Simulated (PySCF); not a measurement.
Match the calculated data to a structure.

All candidates are C2H10F3PSi3.

- 1H NMR: chemical shifts (computed TMS as zero) by class: 4.60 (2 H), 4.31 (2 H), 3.54 (3 H), 1.77 (2 H), 0.60 (1 H) ppm [GIAO PBE0/pcSseg-1]
- 13C NMR: chemical shifts (computed TMS as zero) by class: 136.2 (1 C), 24.8 (1 C) ppm [GIAO PBE0/pcSseg-1]
- Rotational structure: rotational constants A, B, C: 1.814, 0.293, 0.274 GHz [GFN2-xTB]
- NMR, other nuclei: isotropic shieldings of nuclei other than C and H, by class: 243 (3 F), 394 (1 Si), 439 (1 Si), 467 (1 Si), 645 (1 P) ppm [GIAO PBE0/pcSseg-1]
- Dipole: 2.38 D [PBE0/pcSseg-1]

Gas-phase values; electronic properties from PySCF, density fitting. Levels stand in brackets. Geometry: GFN2-xTB, one conformer, isolated molecule. NMR values are class means; diastereotopic atoms form classes of their own.

Question: Which candidate is it?
A. `FC(F)(F)C[SiH2]P[SiH2][SiH3]`
B. `FC(F)(F)[SiH2]C[SiH2]P[SiH3]`
C. `FC(F)(F)C[SiH2]P([SiH3])[SiH3]`

Answer: A. It is `FC(F)(F)C[SiH2]P[SiH2][SiH3]`. Numbering: `[F:1][C:2]([F:3])([F:4])[CH2:5][SiH2:6][PH:7][SiH2:8][SiH3:9]`. 2 carbons fall into 2 classes; from least to most shielded: CF3 carbon [C2] (136.2 ppm), sp3 carbon bound to silicon [C5] (24.8 ppm). Hydrogen classes from least to most shielded: 2 H on an SiH2 silicon, Si6 (4.60 ppm), 2 H on an SiH2 silicon, Si8 (4.31 ppm), 3 H on an SiH3 silicon, Si9 (3.54 ppm), 2 H on an sp3 carbon bound to silicon, C5 (1.77 ppm), 1 H on a three-coordinate phosphorus, P7 (0.60 ppm). The other shieldings belong to: 243 ppm, fluorine of a CF3 group [F1/F3/F4]; 394 ppm, SiH2 silicon [Si6]; 439 ppm, SiH2 silicon [Si8]; 467 ppm, SiH3 silicon [Si9]; 645 ppm, three-coordinate phosphorus [P7]. The optimised geometry has point group C1 and is an asymmetric top.

The others, at the same levels:
- `FC(F)(F)C[SiH2]P([SiH3])[SiH3]` fails: its computed 1H shifts are 4.59 (2 H), 4.12 (6 H), 1.79 (2 H) ppm, rotational constant A is 1.541 GHz (against 1.814 GHz) and smallest rotational constant is 0.324 GHz (against 0.274 GHz).
- `FC(F)(F)[SiH2]C[SiH2]P[SiH3]` fails: its computed 13C shifts are 139.9 (1 C), -8.0 (1 C) ppm, 1H shifts are 4.56 (2 H), 4.46 (2 H), 4.12 (3 H), 0.41 (1 H), 0.24 (2 H) ppm and dipole moment is 1.87 D (against 2.38 D).

Each candidate is one conformer, not necessarily the lowest. The conformers computed, where there is a choice (atom-mapped SMILES and torsion angles):
- `[F:1][C:2]([F:3])([F:4])[CH2:5][SiH2:6][PH:7][SiH2:8][SiH3:9]`: F1–C2–C5–Si6 -179°, C2–C5–Si6–P7 175°, C5–Si6–P7–Si8 171°, Si6–P7–Si8–Si9 74°
- `[F:1][C:2]([F:3])([F:4])[CH2:5][SiH2:6][P:7]([SiH3:8])[SiH3:9]`: F1–C2–C5–Si6 -178°, C2–C5–Si6–P7 -179°, C5–Si6–P7–Si8 -179°
- `[F:1][C:2]([F:3])([F:4])[SiH2:5][CH2:6][SiH2:7][PH:8][SiH3:9]`: F1–C2–Si5–C6 -159°, C2–Si5–C6–Si7 -57°, Si5–C6–Si7–P8 -165°, C6–Si7–P8–Si9 -172°
